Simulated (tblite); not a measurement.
Species: C3H6F2GeO3.
Atom-mapped SMILES: `[F:1][CH:2]([F:3])[O:4][C@@H:5]1[O:6][C@@H:7]1[O:8][GeH3:9]` (hydrogens: H10 on C2; H11 on C5; H12 on C7; H13, H14, H15 on Ge9)

Computed with GFN2-xTB (tblite), gas phase: L-BFGS steps from a force-field or distance-geometry start until the largest atomic force falls under 0.01 eV/Å.

Step 111: E = -899.8441 eV
```
atom  x, y, z in Å  |  force x, y, z in eV/Å
F1     -3.5297   -0.9833   -1.0328    0.014   0.074   0.056
C2     -2.4499   -0.1623   -1.0329    0.050   0.019  -0.055
F3     -2.2718    0.1903   -2.3160   -0.008  -0.024   0.035
O4     -1.3523   -0.8270   -0.5895   -0.053  -0.034  -0.074
C5     -0.8839   -0.5085    0.6754   -0.001  -0.003  -0.024
O6     -0.6743    0.8340    0.9752   -0.031   0.018  -0.021
C7      0.4684    0.0660    0.7527   -0.021  -0.025   0.006
O8      1.1185    0.2654   -0.4125    0.043  -0.024   0.037
Ge9     2.8413    0.3928   -0.7419    0.007   0.057  -0.014
H10    -2.6907    0.7432   -0.4488   -0.028  -0.031   0.003
H11    -1.3144   -1.1093    1.4705    0.003  -0.018   0.073
H12     1.0659   -0.1255    1.6413   -0.001   0.018  -0.013
H13     3.5532   -0.5721    0.1668    0.005  -0.031  -0.014
H14     2.8056    0.0078   -2.1786    0.056   0.046   0.049
H15     3.3094    1.7965   -0.4563   -0.036  -0.042  -0.044
```

Step 112: E = -899.8464 eV
```
atom  x, y, z in Å  |  force x, y, z in eV/Å
F1     -3.5452   -0.9459   -0.9864    0.066   0.121   0.060
C2     -2.4446   -0.1505   -1.0363    0.051   0.002  -0.095
F3     -2.2819    0.1494   -2.3357   -0.031  -0.019   0.085
O4     -1.3516   -0.8244   -0.5961   -0.062  -0.046  -0.087
C5     -0.8823   -0.5220    0.6724   -0.025   0.005  -0.032
O6     -0.6756    0.8171    0.9882   -0.030   0.026  -0.035
C7      0.4685    0.0545    0.7543   -0.025  -0.031   0.031
O8      1.1168    0.2653   -0.4092    0.035  -0.026   0.027
Ge9     2.8384    0.3977   -0.7402    0.000   0.098   0.013
H10    -2.6510    0.7819   -0.4798   -0.035  -0.069  -0.011
H11    -1.3120   -1.1357    1.4572    0.002  -0.017   0.097
H12     1.0675   -0.1421    1.6405    0.006   0.004  -0.009
H13     3.5605   -0.5468    0.1806    0.004  -0.044  -0.012
H14     2.8044   -0.0009   -2.1713    0.062   0.038   0.022
H15     3.2836    1.8104   -0.4657   -0.017  -0.042  -0.052
```

Problem. Estimate the geometry and energy of step 113. (The exact step hangs on the optimiser's Hessian estimate; all steps are aligned on step 112, rigid shifts and turns removed.)

Solution. E = -899.8494 eV, largest force 0.171 eV/Å
```
atom  x, y, z in Å  |  force x, y, z in eV/Å
F1     -3.5643   -0.9005   -0.9331   -0.044   0.026   0.092
C2     -2.4471   -0.1399   -1.0332    0.120  -0.027  -0.076
F3     -2.3094    0.1128   -2.3414   -0.008   0.037  -0.066
O4     -1.3585   -0.8294   -0.6052   -0.030  -0.064  -0.088
C5     -0.8777   -0.5378    0.6615   -0.076  -0.030  -0.011
O6     -0.6791    0.7995    0.9838   -0.054   0.101  -0.033
C7      0.4692    0.0465    0.7434   -0.046  -0.065   0.089
O8      1.1203    0.2606   -0.4146    0.047  -0.010  -0.097
Ge9     2.8440    0.3991   -0.7345   -0.043   0.161   0.038
H10    -2.6159    0.8120   -0.5026   -0.026  -0.007   0.048
H11    -1.3022   -1.1631    1.4404    0.014   0.004   0.114
H12     1.0669   -0.1406    1.6303    0.041  -0.049   0.043
H13     3.5632   -0.5267    0.2018    0.029  -0.073   0.011
H14     2.8342   -0.0053   -2.1621    0.050   0.021  -0.008
H15     3.2521    1.8210   -0.4620    0.025  -0.026  -0.056
```

The energy changes by -0.0031 eV. The first-order estimate −F·Δx gives -0.0062 eV and the mean of the old and new forces, exact on a quadratic surface, -0.0032 eV. The step makes an angle of 81° with the force vector and moves no atom by more than 0.073 Å.

The cost below is that of the whole relaxation. Hardware: one thread of an Arm Neoverse V1, no GPU, shared host. Cost: 1.5 s.
